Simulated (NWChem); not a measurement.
# Ionisation of HO4S

```
S
O 1 1.4411
O 1 1.5041 2 118.34
O 1 1.5041 2 118.34 3 120.39
O 1 1.6127 2 105.27 3 -119.81
H 5 0.9744 1 109.68 2 180.00
```
Charge 0, spin multiplicity 2.

Everything below was run with NWChem. Structure: optimised with UB3LYP/def2-SVP, a minimum by its harmonic frequencies.

Basis set: def2-SVPD. The species with one electron less has spin multiplicity 3 and keeps the geometry of the parent. Δ marks differences of total energies (open shells unrestricted). −ε marks an orbital energy of the parent. That orbital need not have the symmetry of the hole or added electron in the Δ rows.

The correlated methods keep 9 core orbitals frozen. B3LYP has NWChem's definition, with VWN1-RPA local correlation. The structure started from a generated list of species. The unpaired electrons of the parent sit in orbitals of symmetry a" (Cs labels of the run); other states weren't searched. The stability of the SCF solutions was not checked.

Problem. For the first vertical ionisation energy, ΔBHandHLYP gives 12.91 eV and ΔB2PLYP gives 12.74 eV. What do ΔB3LYP, −ε(beta HOMO) of PBE, ΔCAM-B3LYP give?

Solution. ΔB3LYP: 12.50 eV; −ε(beta HOMO) of PBE: 8.33 eV; ΔCAM-B3LYP: 12.82 eV.
